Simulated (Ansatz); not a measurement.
The cluster B₈N⁺. Total charge 1; singlet. Geometry PBE0-D4/def2-SVP, basis def2-TZVP, Ansatz.

```xyz
9

N    -0.116    1.285    0.904
B     1.302    0.580   -0.055
B     0.577    2.002   -0.125
B    -0.733   -1.414    0.750
B    -0.602    0.097    1.272
B    -0.662   -0.565   -1.027
B    -0.417    1.021   -0.902
B     0.900   -0.965   -0.256
B    -0.249   -2.041   -0.560
```

```csv
run,HOMO (eV),LUMO (eV)
A,-11.67,-9.40
B,-12.41,-8.56
C,-14.27,-6.51
D,-13.40,-7.49
E,-14.16,-6.63
F,-11.78,-9.23
```

Another isomer (singlet) lies 2.51 eV lower at PBE0-D4/def2-TZVP; other spin states weren't run for this one.

**Question.** The runs used CAM-B3LYP, PBE, PBE0, r2SCAN, ωB97M-V, ωB97X-V. Estimate which is which.

**Answer.** A PBE (0 % exact exchange); B PBE0 (25 % exact exchange); C ωB97X-V (range-separated); D CAM-B3LYP (range-separated); E ωB97M-V (range-separated); F r2SCAN (0 % exact exchange). Exact exchange lowers occupied and raises empty levels; among semilocal functionals meta-GGAs tend to open the gap a little, and such runs are hard to tell apart. The gap grows from 2.27 eV (PBE) to 7.76 eV (ωB97X-V). The restricted singlet is unstable towards broken spin symmetry in Hartree–Fock (as tested in another run); at PBE-D4/def2-TZVP, PBE0-D4/def2-TZVP, ωB97X-V/def2-TZVP, CAM-B3LYP-D4/def2-TZVP and others this wasn't settled.
